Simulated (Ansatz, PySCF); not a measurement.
C2H10AlBO2Si (SMILES [CH3][Al]([CH3])[SiH2]B(O)O), singlet, at the geometry of the source list, with bond 15-7 at 1.8 times its length. Base run: CASSCF(2,3)/STO-3G (PySCF).

Here is a job for PySCF.
```python
from pyscf import gto, scf, mcscf
import numpy

mol = gto.Mole()
mol.atom = '''
    B     2.582700    0.185000   -0.165000
    O     2.390500    1.458600   -0.579200
    O     3.806100   -0.351200   -0.437800
    Si    1.059400   -0.692800    0.748700
    Al   -1.208000   -0.086300    0.108600
    C    -2.526800   -1.524900   -0.324500
    C    -1.751400    1.833900    0.043800
    H     3.154500    1.862900   -0.995900
    H     3.967000   -1.254100   -0.173400
    H     1.268800   -2.177900    0.700900
    H     1.234700   -0.482600    2.219500
    H    -3.562900   -1.163900   -0.312500
    H    -2.371700   -1.977700   -1.311700
    H    -2.475700   -2.353600    0.393000
    H    -3.183840    2.300820    1.321080
    H    -0.901000    2.488900    0.275500
    H    -2.118800    2.142300   -0.943300
'''
mol.basis = 'sto-3g'
mol.charge = 0
mol.spin = 0
mol.verbose = 3
mol.build()

mf = scf.RHF(mol)
mf.kernel()
mc = mcscf.CASSCF(mf, 3, 2)
mc.fix_spin_(ss=0.0)
mc.kernel()
occ = numpy.linalg.eigvalsh(mc.fcisolver.make_rdm1(mc.ci, mc.ncas, mc.nelecas))[::-1]
ss = mc.fcisolver.spin_square(mc.ci, mc.ncas, mc.nelecas)[0]
print('natural occupations', occ.round(4), ' <S^2>', round(ss, 4))
```

Programs used: Ansatz (a first-principles code), PySCF; a row that names a program was run with it.

Variants of this job, named by their change:

| change | ΔE vs base (kcal/mol) | natural occupations | <S^2> of the state |
|---|---|---|---|
| base | 0.000 | 1.72 0.28 0.00 | 0.00 |
| code = ansatz; correction = SC-NEVPT2, all electrons | -179.8 | - | - |
| code = ansatz | -0.011 | - | - |
| start = MP2 natural orbitals | -0.022 | 1.72 0.28 0.00 | 0.00 |
| orbitals = fixed (CASCI) | 45.62 | 1.95 0.04 0.00 | 0.00 |
| active space = 4 electrons, 3 orbitals | -0.224 | 2.00 1.72 0.28 | 0.00 |
| correction = SC-NEVPT2 | -179.5 | 1.72 0.28 0.00 | 0.00 |
| active space = 4 electrons, 5 orbitals | -7.31 | 1.98 1.72 0.28 0.02 0.00 | 0.00 |
| fix_spin_ = off | 0.000 | 1.72 0.28 0.00 | 0.00 |
| conv_tol = 1e-5 | 0.000 | 1.72 0.28 0.00 | 0.00 |
| active space = 4 electrons, 4 orbitals | -6.67 | 1.98 1.72 0.28 0.02 | 0.00 |

Active orbitals are taken around the Fermi level unless the row says otherwise; CASSCF can end in different local minima, and two programs can end on different orbitals. State-averaged rows give the lowest state.

Ansatz warned in this series: the state or the total is in doubt.
